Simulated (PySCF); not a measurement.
PySCF input (BP86/def2-TZVPD):

```python
from pyscf import gto, scf, dft

mol = gto.M(
    atom='''
    Ga    0.33229674    0.09962386    0.36596543
    O     0.54446695    0.03557473   -1.56196276
    H    -0.29118963   -0.18596325   -1.99132501
    O    -1.55636113   -0.33894457    0.44754231
    H    -1.91485587   -0.47541784   -0.43823955
    ''',
    basis='def2-tzvpd',
    charge=-1,
    spin=0,
    verbose=4,
)

mf = dft.RKS(mol, xc='bp86').density_fit(auxbasis='def2-universal-jkfit')
mf.grids.level = 3
mf.conv_tol = 1e-9
mf.max_cycle = 100
mf.max_memory = 1500
mf.kernel()
if not mf.converged:
    mf = mf.newton()
    mf.kernel(mf.make_rdm1())
mf.analyze()
```

Output:

```
PySCF version 2.14.0

[INPUT] verbose = 4
[INPUT] num. atoms = 5
[INPUT] num. electrons = 50
[INPUT] charge = -1
[INPUT] spin (= nelec alpha-beta = 2S) = 0
[INPUT] symmetry False subgroup None
[INPUT] Mole.unit = angstrom
[INPUT] Symbol           X                Y                Z      unit          X                Y                Z       unit  Magmom
[INPUT]  1 Ga     0.332296740000   0.099623860000   0.365965430000 AA    0.627949830686   0.188261810872   0.691574433759 Bohr   0.0
[INPUT]  2 O      0.544466950000   0.035574730000  -1.561962760000 AA    1.028893419377   0.067226496655  -2.951681833170 Bohr   0.0
[INPUT]  3 H     -0.291189630000  -0.185963250000  -1.991325010000 AA   -0.550268651013  -0.351419611734  -3.763058893897 Bohr   0.0
[INPUT]  4 O     -1.556361130000  -0.338944570000   0.447542310000 AA   -2.941096286619  -0.640512408708   0.845732395055 Bohr   0.0
[INPUT]  5 H     -1.914855870000  -0.475417840000  -0.438239550000 AA   -3.618553162316  -0.898409512332  -0.828152726453 Bohr   0.0

nuclear repulsion = 172.251322294806
number of shells = 56
number of NR pGTOs = 238
number of NR cGTOs = 152
basis = def2-tzvpd
ecp = {}

******** <class 'pyscf.df.df_jk.DFRKS'> ********
method = DFRKS
initial guess = minao
damping factor = 0
level_shift factor = 0
DIIS = <class 'pyscf.scf.diis.CDIIS'>
diis_start_cycle = 1
diis_space = 8
diis_damp = 0
SCF conv_tol = 1e-09
SCF conv_tol_grad = None
SCF max_cycles = 100
direct_scf = False
XC library pyscf.dft.libxc version 7.1.2
    S. Lehtola, C. Steigemann, M. J. T. Oliveira, and M. A. L. Marques,  SoftwareX 7, 1–5 (2018)
XC functionals = bp86
    A. D. Becke,  Phys. Rev. A 38, 3098 (1988)
    J. P. Perdew,  Phys. Rev. B 33, 8822 (1986)
    J. P. Perdew,  Phys. Rev. B 34, 7406–7406 (1986)
radial grids:
    Treutler-Ahlrichs [JCP 102, 346 (1995); DOI:10.1063/1.469408] (M4) radial grids

becke partition: Becke, JCP 88, 2547 (1988); DOI:10.1063/1.454033
pruning grids: <function nwchem_prune>
grids dens level: 3
symmetrized grids: False
atomic radii adjust function: <function treutler_atomic_radii_adjust>
small_rho_cutoff = 0
Set gradient conv threshold to 3.16228e-05
Initial guess from minao.
tot grids = 68688
init E= -2076.33057319421
  HOMO = -0.226199764332819  LUMO = -0.0719293125075571  gap/eV = 4.19791
cycle= 1 E= -2076.50614462788  delta_E= -0.176  |g|= 1.65  |ddm|= 1.62
  HOMO = 0.174341373481291  LUMO = 0.180653868043453  gap/eV = 0.17177
cycle= 2 E= -2069.46481996371  delta_E= 7.04  |g|= 4.57  |ddm|= 77.8
  HOMO = -0.0591337598902939  LUMO = 0.0585589315061251  gap/eV = 3.20258
[...]
cycle= 12 E= -2076.94749805512  delta_E= -4.79e-10  |g|= 9.23e-06  |ddm|= 0.000173
  HOMO = 0.00436292980617026  LUMO = 0.123455473066255  gap/eV = 3.24067
Extra cycle  E= -2076.94749805503  delta_E= 8.69e-11  |g|= 2.41e-05  |ddm|= 3.2e-05
converged SCF energy = -2076.94749805503
**** SCF Summaries ****
Total Energy =                       -2076.947498055034885
Nuclear Repulsion Energy =             172.251322294806442
One-electron Energy =                -3247.578143758085844
Two-electron Energy =                  998.379323408244318
Two-electron Coulomb Energy =         1091.798345955098512
DFT Exchange-Correlation Energy =      -93.419022546854137
HOMO-LUMO gap [eV] =                     3.240673166753711
**** MO energy ****
MO #1   energy= -370.818460042452  occ= 2
MO #2   energy= -45.1142625220539  occ= 2
MO #3   energy= -39.9572573676951  occ= 2
MO #4   energy= -39.9553285405435  occ= 2
MO #5   energy= -39.954696042105   occ= 2
MO #6   energy= -18.5476343126189  occ= 2
MO #7   energy= -18.547623534187   occ= 2
MO #8   energy= -5.03151202131657  occ= 2
MO #9   energy= -3.36161577754407  occ= 2
MO #10  energy= -3.35667180347234  occ= 2
MO #11  energy= -3.35418188346552  occ= 2
MO #12  energy= -0.673837722614936 occ= 2
MO #13  energy= -0.664157459258611 occ= 2
MO #14  energy= -0.496014902404336 occ= 2
MO #15  energy= -0.495398389376881 occ= 2
MO #16  energy= -0.493452903686335 occ= 2
MO #17  energy= -0.490130538528484 occ= 2
MO #18  energy= -0.488129605305166 occ= 2
MO #19  energy= -0.225849865421586 occ= 2
MO #20  energy= -0.197846968506504 occ= 2
MO #21  energy= -0.130003723486233 occ= 2
MO #22  energy= -0.0676282748194664 occ= 2
MO #23  energy= -0.0538855981229194 occ= 2
MO #24  energy= -0.0469157995091173 occ= 2
MO #25  energy= 0.00436292980617026 occ= 2
MO #26  energy= 0.123455473066255  occ= 0
MO #27  energy= 0.128958464191039  occ= 0
MO #28  energy= 0.150098512191275  occ= 0
MO #29  energy= 0.150793520852616  occ= 0
MO #30  energy= 0.179746266544926  occ= 0
MO #31  energy= 0.187385948169579  occ= 0
MO #32  energy= 0.20633515855451   occ= 0
MO #33  energy= 0.207164221795566  occ= 0
MO #34  energy= 0.219501607583414  occ= 0
MO #35  energy= 0.220617228170698  occ= 0
MO #36  energy= 0.235461968954794  occ= 0
MO #37  energy= 0.24055056750844   occ= 0
MO #38  energy= 0.261028723901753  occ= 0
MO #39  energy= 0.261743329288832  occ= 0
MO #40  energy= 0.271507907581214  occ= 0
MO #41  energy= 0.298586660334752  occ= 0
MO #42  energy= 0.327486095721951  occ= 0
MO #43  energy= 0.336321490163944  occ= 0
MO #44  energy= 0.352377229778302  occ= 0
MO #45  energy= 0.396268814004492  occ= 0
MO #46  energy= 0.398518817943232  occ= 0
MO #47  energy= 0.42766934879103   occ= 0
MO #48  energy= 0.431860478901149  occ= 0
MO #49  energy= 0.437303025279888  occ= 0
MO #50  energy= 0.437561639662512  occ= 0
MO #51  energy= 0.447137485707825  occ= 0
MO #52  energy= 0.466008472492788  occ= 0
MO #53  energy= 0.470261728609388  occ= 0
MO #54  energy= 0.488470043349139  occ= 0
MO #55  energy= 0.491591623005894  occ= 0
MO #56  energy= 0.500413895554363  occ= 0
MO #57  energy= 0.52642158128786   occ= 0
MO #58  energy= 0.582882971908426  occ= 0
MO #59  energy= 0.583684465100277  occ= 0
MO #60  energy= 0.612388015170097  occ= 0
MO #61  energy= 0.619945929412969  occ= 0
MO #62  energy= 0.642758619562299  occ= 0
MO #63  energy= 0.651893117086574  occ= 0
MO #64  energy= 0.682711267158302  occ= 0
MO #65  energy= 0.702602649372822  occ= 0
MO #66  energy= 0.746470820882007  occ= 0
MO #67  energy= 0.751583012572749  occ= 0
MO #68  energy= 0.755827430086929  occ= 0
MO #69  energy= 0.853118471996818  occ= 0
MO #70  energy= 0.854364963742359  occ= 0
MO #71  energy= 0.855763070386475  occ= 0
MO #72  energy= 0.867076631431048  occ= 0
MO #73  energy= 0.887804547164232  occ= 0
MO #74  energy= 0.941782170528526  occ= 0
MO #75  energy= 1.01952794172909   occ= 0
MO #76  energy= 1.04198245765312   occ= 0
MO #77  energy= 1.05966899170874   occ= 0
MO #78  energy= 1.06203726601588   occ= 0
MO #79  energy= 1.07184429950303   occ= 0
MO #80  energy= 1.09431192711774   occ= 0
MO #81  energy= 1.16462599236948   occ= 0
MO #82  energy= 1.17102546449592   occ= 0
MO #83  energy= 1.20173533872145   occ= 0
MO #84  energy= 1.2273301697213    occ= 0
MO #85  energy= 1.24022432321822   occ= 0
MO #86  energy= 1.26834612809018   occ= 0
MO #87  energy= 1.28439963758195   occ= 0
MO #88  energy= 1.30832716023481   occ= 0
MO #89  energy= 1.33772517299876   occ= 0
MO #90  energy= 1.46770888568992   occ= 0
MO #91  energy= 1.47748482526771   occ= 0
MO #92  energy= 1.7084347439614    occ= 0
MO #93  energy= 1.73810534811403   occ= 0
MO #94  energy= 1.7618300887829    occ= 0
MO #95  energy= 1.89003448793255   occ= 0
MO #96  energy= 1.93874759642809   occ= 0
MO #97  energy= 1.95469556646539   occ= 0
MO #98  energy= 1.97703924470196   occ= 0
MO #99  energy= 2.03192031854447   occ= 0
MO #100 energy= 2.08351923628661   occ= 0
MO #101 energy= 2.243568367647     occ= 0
MO #102 energy= 2.25007545250484   occ= 0
MO #103 energy= 2.27952953473477   occ= 0
MO #104 energy= 2.37633849885376   occ= 0
MO #105 energy= 2.44837526743616   occ= 0
MO #106 energy= 2.4947837134789    occ= 0
MO #107 energy= 2.50134360273795   occ= 0
[...]
```
